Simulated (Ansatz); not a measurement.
Total energies of BrFGaH (`[F][GaH][Br]`).

```tsv
atom	x (Å)	y (Å)	z (Å)
F1	1.487	0.121	-0.895
Ga2	0.097	0.028	0.156
Br3	-1.850	-0.340	-0.942
H4	0.267	0.191	1.681
```

Charge 0, multiplicity 1. Correlated methods include outer-core shells of Br, Ga, which these sets cover unevenly. Scalar relativity is left out up to krypton. The geometry is a stationary point of PBE0-D4/def2-TZVP. Basis def2-TZVPP, Ansatz 0.2.0.

RPA on PBE orbitals: Hartree–Fock energy of these orbitals -4595.77349 Eh, correlation -1.11757 Eh (frozen core).

```json
{"functional": "LDA (SPW92)", "energy without D4 (Eh)": "-4592.36626", "D4 term (kJ/mol)": "–"}
{"functional": "revPBE", "energy without D4 (Eh)": "-4599.19583", "D4 term (kJ/mol)": "-17.3"}
{"functional": "BLYP", "energy without D4 (Eh)": "-4599.68221", "D4 term (kJ/mol)": "-15.6"}
{"functional": "r2SCAN", "energy without D4 (Eh)": "-4599.52956", "D4 term (kJ/mol)": "-1.5"}
{"functional": "B97M-V", "energy without D4 (Eh)": "-4598.72687", "D4 term (kJ/mol)": "–"}
{"functional": "PBE0", "energy without D4 (Eh)": "-4598.94727", "D4 term (kJ/mol)": "-6.2"}
{"functional": "r2SCANh", "energy without D4 (Eh)": "-4599.51236", "D4 term (kJ/mol)": "-1.7"}
{"functional": "HSE06 (plane-wave form)", "energy without D4 (Eh)": "-4598.94733", "D4 term (kJ/mol)": "-6.0"}
{"functional": "BHLYP", "energy without D4 (Eh)": "-4599.52555", "D4 term (kJ/mol)": "-11.7"}
{"functional": "LC-ωPBE", "energy without D4 (Eh)": "-4598.93555", "D4 term (kJ/mol)": "–"}
{"functional": "ωB97X-V", "energy without D4 (Eh)": "-4599.14746", "D4 term (kJ/mol)": "–"}
{"functional": "ωB97M-V", "energy without D4 (Eh)": "-4599.32166", "D4 term (kJ/mol)": "–"}
{"functional": "B2PLYP", "energy without D4 (Eh)": "-4598.79655", "D4 term (kJ/mol)": "–"}
{"functional": "PBE-QIDH", "energy without D4 (Eh)": "-4598.29266", "D4 term (kJ/mol)": "–"}
```

Give the same for PBE, B3LYP, r2SCAN0, CAM-B3LYP. (An estimate is asked.)

The calculation gave: 
```csv
functional,energy without D4 (Eh),D4 term (kJ/mol)
PBE,-4598.81897,-7.4
B3LYP,-4599.67362,-12.2
r2SCAN0,-4599.48814,-1.9
CAM-B3LYP,-4599.81780,-6.5
```

B3LYP takes the VWN-RPA correlation (the form of Gaussian; ORCA's B3LYP/G). HSE06 is the plane-wave form, built on full-range PBE exchange. The double hybrids freeze the cores in their second-order part.

LC-ωPBE has ω = 0.4 bohr⁻¹.
